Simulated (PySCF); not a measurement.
# Simulated absorption spectrum

Species: F2H3PSi.
Bonds: F1–P2, P2–F3, P2–Si4. Hydrogens: H5, H6, H7 on Si4.

Theory: TDDFT CAM-B3LYP/def2-SVPD, vertical, gas phase, core orbitals frozen in the response (PySCF). Geometry: GFN2-xTB; no solvent, vibrations or thermal averaging.

Each state is given a Gaussian of 0.4 eV full width at half maximum, with ε(max) = 2.175×10⁸ f / Δν̃ (Δν̃ the width in cm⁻¹). The cross-section is σ = 3.8235×10⁻²¹ ε cm², given in Mb (10⁻¹⁸ cm²). The width is an assumption, not a result. The curve ends short of the highest state used, and states not computed would add to its high-energy end.

```json
{"E (eV)": "4.04", "σ (Mb)": "0.00"}
{"E (eV)": "4.18", "σ (Mb)": "0.03"}
{"E (eV)": "4.31", "σ (Mb)": "0.18"}
{"E (eV)": "4.45", "σ (Mb)": "0.63"}
{"E (eV)": "4.59", "σ (Mb)": "1.11"}
{"E (eV)": "4.73", "σ (Mb)": "0.99"}
{"E (eV)": "4.87", "σ (Mb)": "0.45"}
{"E (eV)": "5.01", "σ (Mb)": "0.13"}
{"E (eV)": "5.15", "σ (Mb)": "0.41"}
{"E (eV)": "5.29", "σ (Mb)": "3.07"}
{"E (eV)": "5.43", "σ (Mb)": "12.10"}
{"E (eV)": "5.57", "σ (Mb)": "24.14"}
{"E (eV)": "5.71", "σ (Mb)": "24.42"}
{"E (eV)": "5.85", "σ (Mb)": "12.53"}
{"E (eV)": "5.99", "σ (Mb)": "3.26"}
{"E (eV)": "6.13", "σ (Mb)": "0.47"}
{"E (eV)": "6.27", "σ (Mb)": "0.68"}
{"E (eV)": "6.41", "σ (Mb)": "5.07"}
{"E (eV)": "6.55", "σ (Mb)": "19.95"}
{"E (eV)": "6.69", "σ (Mb)": "39.84"}
{"E (eV)": "6.83", "σ (Mb)": "40.52"}
{"E (eV)": "6.97", "σ (Mb)": "22.93"}
{"E (eV)": "7.11", "σ (Mb)": "17.68"}
{"E (eV)": "7.25", "σ (Mb)": "35.01"}
{"E (eV)": "7.39", "σ (Mb)": "48.67"}
{"E (eV)": "7.53", "σ (Mb)": "35.26"}
{"E (eV)": "7.66", "σ (Mb)": "14.75"}
{"E (eV)": "7.80", "σ (Mb)": "3.82"}
{"E (eV)": "7.94", "σ (Mb)": "1.82"}
{"E (eV)": "8.08", "σ (Mb)": "2.01"}
```

(1) Locate the maxima and give the states behind the curve.

(2) On this curve, what absorbance would a 10⁻⁴ mol/L sample give at 222 nm over a 1 cm path?

(3) Coming from long wavelengths, where does ε first pass 100 L mol⁻¹ cm⁻¹?

Answers

(1) 267 nm (4.64 eV), ε about 300, made up of S1 (100%); 220 nm (5.64 eV), ε about 6900, made up of S2 (100%); 183 nm (6.76 eV), ε about 11000, made up of S3 (100%); 168 nm (7.39 eV), ε about 13000, made up of S4 (100%) (ε in L mol⁻¹ cm⁻¹; maxima over ε = 5, shares over 10%). At its high-energy end, 8.08 eV, the curve is still rising (ε about 530, from S6 and S7). The states used: S1 4.64 eV (f 0.0045); S2 5.64 eV (f 0.103); S3 6.76 eV (f 0.169); S4 7.39 eV (f 0.188); S5 7.67 eV (f 0.0030); S6 8.04 eV (f 0.0060); S7 8.48 eV (f 0.025); S8 8.68 eV (f 0.013).

(2) 222 nm is 5.585 eV, where ε is about 6500 L mol⁻¹ cm⁻¹, so A = ε c l ≈ 0.65 (Beer–Lambert, with the gas-phase spectrum and the assumed width).

(3) At about 283 nm (4.38 eV), 0.25 eV below S1.
